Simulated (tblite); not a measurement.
C₆H₁₀S (charge +1 and doublet state).
Cartesian coordinates in Å at the GFN2-xTB level; atoms count from 1:
```xyz
17
C6H10S angstrom
C      1.7001   -0.3486   -1.8111
C      1.0048   -0.4723   -0.8373
C      0.1823   -0.5918    0.3426
C     -1.0905    0.2865    0.2544
C     -1.9008    0.0126   -0.9857
C      0.9562   -0.1767    1.6047
S      1.4740    1.5531    1.5575
H      2.2878   -0.2709   -2.6800
H     -0.1246   -1.6411    0.4383
H     -0.7363    1.3313    0.2758
H     -1.7052    0.1339    1.1441
H     -2.2534   -1.0204   -1.0157
H     -2.7920    0.6392   -0.9912
H     -1.3136    0.1863   -1.8858
H      1.8542   -0.7910    1.7120
H      0.3375   -0.2896    2.4953
H      2.1126    1.4718    0.3720
```

Level: GFN2-xTB in tblite, geometry and Hessian alike; calculated harmonic values, unscaled, isolated species. The method is semi-empirical: single wavenumbers can be off by several per cent or more. Modes of hydrogen on sulfur can be 10 to 20 % off. One conformer, not necessarily the lowest. Open shells enter through the occupations alone, without spin polarisation, and single modes of such species can be off by tens of per cent.

Harmonic wavenumbers (cm⁻¹): 61.1, 96.7, 117.6, 169.3, 235.6, 241.1, 251.0, 289.2, 391.9, 492.8, 565.3, 672.7, 687.8, 692.2, 745.1, 786.7, 849.5, 895.8, 956.3, 1003.2, 1007.0, 1072.3, 1096.7, 1109.3, 1152.2, 1179.0, 1210.9, 1247.1, 1296.1, 1378.5, 1385.6, 1395.8, 1431.4, 1441.1, 2215.1, 2307.9, 2826.7, 2916.4, 2954.7, 2979.6, 2985.0, 3011.5, 3017.9, 3033.1, 3368.6.

A = 2702, B = 1582, C = 1218 MHz; mass 114.050 u (most abundant isotopes); point group C1, symmetry number 1; spin multiplicity 2.

Question: Zero-point energy?

Answer: ½Σν̃ = 29610 cm⁻¹ = 354.21 kJ/mol.

Question: What is S at 273.15 K and 1 bar for an ideal gas of classical rigid rotors and harmonic oscillators?

Answer: Translation 166.11, rotation 118.21, vibration 95.37, spin (R ln 2) 5.76: S = 385.4 J/(mol K).

Question: And Cp and H(273.15 K) − H(0)?

Answer: Cp = 137.68 J/(mol K), of which vibrations give 104.42 (their classical limit is 45 R = 374.2); H(273.15 K) − H(0) = 23.37 kJ/mol without the zero-point energy, 14.29 from vibrations.

Question: What must be added to the electronic energy to get the Gibbs energy at 273.15 K and 1 bar?

Answer: ZPE + [H(273.15 K) − H(0)] − T·S = 354.21 + 23.37 − 105.28 = 272.30 kJ/mol.

Question: How do the functions run with temperature in this model?

Answer: 
```csv
T (K),S (J/(mol K)),Cp (J/(mol K)),H − H(0) (kJ/mol),G − H(0) (kJ/mol),ln q(vib)
50,242.1,50.5,1.97,-10.14,0.30
100,284.6,73.7,5.09,-23.36,1.23
298.15,397.9,147.2,26.93,-91.70,5.75
373.15,434.0,174.7,39.02,-122.91,7.48
500,490.8,214.4,63.80,-181.62,10.38
750,589.1,269.6,124.82,-316.97,15.90
1000,671.9,306.1,197.07,-474.87,21.03
```

q(vib) and H(0) count from the zero-point level.

Hindered rotation and anharmonicity are outside this model. Other conformers, if any are populated, would add a mixing term that is left out. The structure is chiral; the term R ln 2 for an equal mix with its mirror image is left out.
